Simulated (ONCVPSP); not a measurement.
## What the settings do to the ONCV potential of Mn (Z = 25)

Base potential:

ONCVPSP 4.0.1 input, shortened (lines: element, Z, core and valence counts, functional; n l f; lmax; l rc ep ncon nbas qcut; lloc lpopt rc5 dvloc0; l nproj debl; icmod fcfact rcfact), LDA (Perdew-Zunger), fully relativistic:

```
  Mn 25.00    3    4        3      upf
    1    0    2.00
    2    0    2.00
    2    1    6.00
    3    0    2.00
    3    1    6.00
    3    2    5.00
    4    0    2.00
    2
    0    1.40    0.00    4    8    7.00
    1    0.85    0.00    4    9    9.10
    2    0.85    0.00    4    9   10.30
    2    5    0.85    0.00
    0    2    0.50
    1    2    0.80
    2    0    0.30
    0    0.00    0.00
```

Open shells are filled in proportion to 2j + 1.

In the p channel the program set the typed energies aside and used -1.986, 0.250 Ha (j = l + 1/2; the other j can differ).

All-electron outer shells of the reference configuration (LDA (Perdew-Zunger), scalar-relativistic, ld1.x):

```csv
shell,level (eV),outermost node (bohr),outermost maximum (bohr)
2p,-629.78,–,0.19
3s,-85.40,0.34,0.74
3p,-54.49,0.31,0.75
3d,-7.01,–,0.75
4s,-5.29,1.06,2.47
```

Cutoffs, loose and tight: the cutoffs (Ha) at which the residual kinetic energy of the hardest occupied pseudo-wave falls to 1 and 0.1 mHa per electron. They do not see the model core or the augmentation charge, which bear on the density cutoff. Test errors are all-electron minus pseudo excitation energies from the reference, over the configurations 3s2 3p6 3d5 4s1; 3s2 3p6 3d5 4s0; 3s2 3p6 3d4 4s0; 3s2 3p6 3d5 4s0 4p2. A dash means not determined; rows that change the core or the reference have their own tests.

A true bound ghost makes a file unfit for plane-wave use even where its test errors are small: the radial tests pick states by their node count and pass the ghost by.

| change | outcome | cutoff, loose | cutoff, tight | bound ghosts | GHOST(+) flags above zero | largest test error (meV) |
| --- | --- | --- | --- | --- | --- | --- |
| base | generated, projector energies reset by the program | 399 Ha | 458 Ha | s | none | -3.8 |
| s: qcut 5.5; p: qcut 7.2; d: qcut 8.1 | generated, projector energies reset by the program | 433 Ha | 557 Ha | s | none | -8.8 |
| core correction Teter function, fcfact 3.75, rcfact 1.65 | generated, projector energies reset by the program | 399 Ha | 458 Ha | s | none | -4.7 |
| p: qcut 12.5 | generated, projector energies reset by the program | 399 Ha | 458 Ha | s | none | -4.1 |

(1) What comes out with this change to the base: s: nbas 7?

(2) What comes out with this change to the base: functional PBEsol?

(3) What comes out with this change to the base: s: rc 2.1?

Answers

(1) outcome: generated, projector energies reset by the program; cutoff, loose: 399 Ha; cutoff, tight: 458 Ha; bound ghosts: s; GHOST(+) flags above zero: none; largest test error (meV): +4.4.

(2) outcome: generated, projector energies reset by the program; cutoff, loose: 398 Ha; cutoff, tight: 457 Ha; bound ghosts: s; GHOST(+) flags above zero: p3/2; largest test error (meV): +3.9.

(3) outcome: generated, projector energies reset by the program; cutoff, loose: 399 Ha; cutoff, tight: 458 Ha; bound ghosts: s; GHOST(+) flags above zero: none; largest test error (meV): -9.8.
